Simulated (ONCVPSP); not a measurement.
P (Z = 15), ONCV: configuration errors across variants

```
Element                 : P (Z = 15)
Generator               : ONCVPSP 4.0.1
Type                    : optimised norm-conserving Vanderbilt (ONCV)
Functional              : PBE
Relativity              : scalar-relativistic
Frozen core             : [Ne]
Valence charge          : 5
Reference configuration : 3s2 3p3
Partial waves           : 3s: rc 1.20 bohr, ncon 3, nbas 7, qcut 5 1/bohr, 2 projectors, debl 2.9 Ha; 3p: rc 1.70 bohr, ncon 4, nbas 7, qcut 4.2 1/bohr, 2 projectors, debl 1.9 Ha; d scattering state at 0.1 Ha: rc 1.75 bohr, ncon 3, nbas 7, qcut 4.7 1/bohr, 2 projectors, debl 3.4 Ha
Local potential         : polynomial inside 0.90 bohr (lpopt 5, dvloc0 6 Ha)
Core correction         : none
```

All-electron excitation energies from the reference (eV): (1) 3s2 3p2 9.730; (2) 3s2 3p1 28.877; (3) 3s2 3p0 58.616; (4) 3s2 3p2.5 3.775.

A true bound ghost makes a file unfit for plane-wave use even where its test errors are small: the radial tests pick states by their node count and pass the ghost by.

Errors AE − PS in meV (a dash: test not solved or not reliable):

```csv
change,(1),(2),(3),(4),bound ghosts,GHOST(+) flags above zero
base,-0.9,+0.3,+21,-0.4,s,none
"local potential polynomial inside 0.90 bohr (lpopt 5, dvloc0 -2.5 Ha)",-0.9,+0.7,+22,-0.3,"s, d",none
"local potential polynomial inside 0.90 bohr (lpopt 5, dvloc0 -0.5 Ha)",-0.9,+0.5,+21,-0.3,s,d
"local potential polynomial inside 0.90 bohr (lpopt 5, dvloc0 1.5 Ha)",-0.9,+0.4,+21,-0.3,s,none
"local potential polynomial inside 0.90 bohr (lpopt 5, dvloc0 5.5 Ha)",-0.9,+0.4,+21,-0.4,s,none
"local potential polynomial inside 0.90 bohr (lpopt 5, dvloc0 6.5 Ha)",-0.9,+0.3,+21,-0.4,s,none
"local potential polynomial inside 0.90 bohr (lpopt 5, dvloc0 9.5 Ha)",-0.9,+0.3,+20,-0.4,s,none
```

Give the same row for: local potential polynomial inside 0.90 bohr (lpopt 5, dvloc0 3.5 Ha).

-0.9, +0.4, +21, -0.4; bound ghosts: s; GHOST(+) flags above zero: none.
